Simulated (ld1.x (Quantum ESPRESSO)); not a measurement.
# aluminium: one change to an ultrasoft potential, before and after

ld1.x (Quantum ESPRESSO) 7.5 input, shortened:

```
&input
   title='Al', zed=13., rel=1, dft='PBE', iswitch=3,
   config='[Ne] 3s2 3p1'
 /
 &inputp
   pseudotype=3, tm=.true., lloc=-1, rcloc=1.40,
   nlcc=.true.,
   which_augfun='PSQ', rmatch_augfun_nc=.true.
 /
4
3S  1  0   2.00   0.00  1.50  1.75  0.0
3S  1  0   0.00   0.55  1.50  1.75  0.0
3P  2  1   1.00   0.00  2.00  2.60  0.0
3P  2  1   0.00   3.30  2.00  2.60  0.0
 &test
   configts(1)='3s2 3p1'
 /
```

All-electron outer shells of the reference configuration (PBE, scalar-relativistic, ld1.x):

```json
{"shell": "2s", "level (eV)": "-108.17", "outermost node (bohr)": "0.16", "outermost maximum (bohr)": "0.50"}
{"shell": "2p", "level (eV)": "-69.64", "outermost node (bohr)": "–", "outermost maximum (bohr)": "0.43"}
{"shell": "3s", "level (eV)": "-7.75", "outermost node (bohr)": "0.80", "outermost maximum (bohr)": "2.09"}
{"shell": "3p", "level (eV)": "-2.71", "outermost node (bohr)": "0.82", "outermost maximum (bohr)": "2.64"}
```

Change: core correction a·sin(br)/r model core inside 0.78 bohr.

Cutoffs: the cutoffs (Ry, on a coarse ladder) from which the occupation-weighted sum of valence levels, in a spherical-Bessel basis at the reference potential, stays within 10 and 1 mRy of its value at 400 Ry; they do not see the model core or the augmentation charge, which bear on the density cutoff. Errors are all-electron minus pseudo energies relative to the spin-unpolarised reference configuration.

**Question.** What does the change do?

**Answer.** Both files are so soft that the ladder of cutoffs tells neither apart; of the 7 tests that both files solve, the error grows in 1 and shrinks in 2 by more than 15 % and 0.3 meV (median size 2.1 → 2.2 meV); neither file shows a bound ghost. The default core radius of the base comes out at 1.31 bohr. A model core, the more so a compact one, raises the density cutoff, which this test does not measure.

| quantity | base | changed |
| --- | --- | --- |
| cutoff, loose | 8 Ry | 8 Ry |
| cutoff, tight | 12 Ry | 12 Ry |
| bound ghosts | none | none |
| error for 3s2 3p0, meV [ΔE 5.76 eV] | +0.6 | +0.4 |
| error for 3s1 3p0, meV [ΔE 24.99 eV] | +9.2 | -3.7 |
| error for 3s2 3p0.5, meV [ΔE 2.09 eV] | 0.0 | 0.0 |
| error for 3s1 3p1, meV [ΔE 11.57 eV] | +3.8 | -2.2 |
| error for 3s1 3p2, meV [ΔE 5.14 eV] | +2.1 | -3.1 |
| error for 3s2 3p1.3, meV [ΔE -0.57 eV] | 0.0 | 0.0 |
| error for 3s0 3p3, meV [ΔE 10.45 eV] | +11 | -12 |
| s: phases at 2.83 bohr within 0.05 rad from the reference energy up to (Ry; the scan ends near 5) | 2.8 | 2.8 |
| p: phases at 2.83 bohr within 0.05 rad from the reference energy up to (Ry; the scan ends near 5) | to the end of the scan | to the end of the scan |
| lowest overlap eigenvalue by channel | s 0.50, p 0.56 | s 0.50, p 0.56 |
